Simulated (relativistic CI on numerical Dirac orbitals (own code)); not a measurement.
Method of calculation: Dirac-Coulomb-Breit CI, orbitals from a KLI potential per configuration, model QED (radiative potential, 1s self-energy scaled to tabulated hydrogen-like ionisation energies), unscaled Slater integrals (own radial code, finite nucleus).

The strongest absorption lines from the ground level of an ion, among the configurations computed and to levels below about 59.7 eV (vacuum wavelength in Å, gf): 231.36 (0.65), 235.57 (0.76), 237.94 (0.45), 239.18 (0.99), 243.13 (1.8), 247.32 (1.6), 249.32 (0.53), 255.55 (0.41).

Problem. Which ion is it?
A. Tl⁶⁺
B. Bi¹⁰⁺
C. Bi⁸⁺
D. At¹⁰⁺

Solution. C. Bi⁸⁺ has 75 electrons and the ground level 5s2 5p6 5d7 4F_9/2; the strongest line goes to 5s2 5p6 5d6 6p 4F°_9/2. The pattern of lines fixes the number of electrons, and along that sequence the line energies rise steadily with the charge (about as its square where n changes within one kind of shell, about linearly where n is kept but much faster in heavy ions where fine structure, which grows about as Z⁴, sets the gap, and irregularly where shells cross), which fixes Z. Configurations outside the model, such as inner-shell arrays, can give stronger lines. At this charge configurations can still be misplaced by up to about 7 % of their energy. Terms inside the open d or f shell come out 10 to 20 % too wide with unscaled integrals. Levels and lines within the n = 5 or 6 shells can be off by up to 10 % or somewhat more, and those that change n by about 2 %, since core polarisation is missing.

LS names give the leading component of a level, which can be under half, so a name can repeat, a term be missing and a line seem to break the LS rules.
